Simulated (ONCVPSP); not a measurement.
Transferability test, ONCV potential for Kr

```json
{
 "Element": "krypton",
 "Generator": "ONCVPSP 4.0.1",
 "Type": "optimised norm-conserving Vanderbilt (ONCV)",
 "Functional": "BLYP",
 "Relativity": "scalar-relativistic",
 "Frozen core": "[Ar] 3d10",
 "Valence charge": "8",
 "Reference configuration": "4s2 4p6",
 "Partial waves": "4s: rc 1.45 bohr, ncon 4, nbas 7, qcut 4.7 1/bohr, 1 projector; 4p: rc 1.25 bohr, ncon 5, nbas 8, qcut 6 1/bohr, 2 projectors, debl 2.6 Ha; d scattering state at 0.21 Ha: rc 1.15 bohr, ncon 3, nbas 8, qcut 7 1/bohr, 2 projectors, debl 2.9 Ha",
 "Local potential": "polynomial inside 0.70 bohr (lpopt 4, dvloc0 0 Ha)",
 "Core correction": "Teter function, fcfact 3.25, rcfact 1.55"
}
```

Energies are relative to the spin-unpolarised reference configuration 4s2 4p6; without spin polarisation the order of configurations can differ from experiment.

| valence configuration | charge | ΔE all-electron (eV) | error AE − PS (meV) |
| --- | --- | --- | --- |
| 4s2 4p5 | +1 | 14.126 | -7.2 |
| 4s2 4p3 | +3 | 76.069 | -98 |
| 4s2 4p2 | +4 | 125.785 | -220 |

Problem. What are ΔE and the potential's error for 4s2 4p4?

Solution. ΔE = 39.138 eV all-electron; the error (AE − PS) is -34 meV.

Note: ghosts flagged at negative energy: s at -166.4 eV, p at -158.8 eV, d at -47.6 eV; no localised positive-energy state flagged. A true bound ghost makes a file unfit for plane-wave use.
